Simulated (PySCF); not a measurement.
**Highest orbital energy against ionisation energy along the 4p block**

Calculated with PySCF 2.14, no spin-orbit coupling. Each cell gives −ε(HOMO) / ΔSCF in eV; NIST values include spin-orbit coupling, (s) semi-empirical, (t) theoretical.

| species | UHF | LDA | PBE | PBE0 | r2SCAN | NIST (lowest levels) |
| --- | --- | --- | --- | --- | --- | --- |
| Ga⁺ (x2c-TZVPPall with one added diffuse shell each of s, p, d type, spin-free X2C) | 19.029 / 18.743 | 16.630 / 21.138 | 16.315 / 20.770 | 17.204 / 20.431 | 16.595 / 20.499 | 20.515 |
| Ge⁺ (x2c-TZVPPall with one added diffuse shell each of s, p, d type, spin-free X2C) | 15.521 / 15.200 | 11.683 / 15.854 | 11.684 / 15.741 | 12.792 / 15.765 | 12.050 / 15.924 | 15.935 |
| As⁺ (x2c-TZVPPall with one added diffuse shell each of s, p, d type, spin-free X2C) | 18.400 / 17.936 | 14.032 / 18.626 | 14.012 / 18.484 | 15.277 / 18.531 | 14.425 / 18.685 | 18.589 |
| Se⁺ (x2c-TZVPPall with one added diffuse shell each of s, p, d type, spin-free X2C) | 21.427 / 20.840 | 16.443 / 21.470 | 16.409 / 21.308 | 17.854 / 21.401 | 16.918 / 21.583 | 21.196 ± 0.01 |
| Br⁺ (x2c-TZVPPall with one added diffuse shell each of s, p, d type, spin-free X2C) | 21.085 / 20.238 | 16.608 / 21.650 | 16.500 / 21.375 | 17.906 / 21.386 | 16.873 / 21.454 | 21.591 |
| Kr⁺ (x2c-TZVPPall with one added diffuse shell each of s, p, d type, spin-free X2C) | 24.213 / 23.237 | 19.171 / 24.620 | 19.039 / 24.313 | 20.604 / 24.353 | 19.460 / 24.435 | 24.360 |

Problem. How far is −ε(HOMO) from ΔSCF on average for each method, and why?

Solution. UHF 0.58 eV; LDA -4.80 eV; PBE -4.67 eV; PBE0 -3.37 eV; r2SCAN -4.38 eV. Hartree-Fock orbital energies lack relaxation and so exceed the ΔSCF value; semilocal functionals have convex E(N) from self-interaction, so their HOMO lies far too high; exact exchange moves hybrids part of the way back.
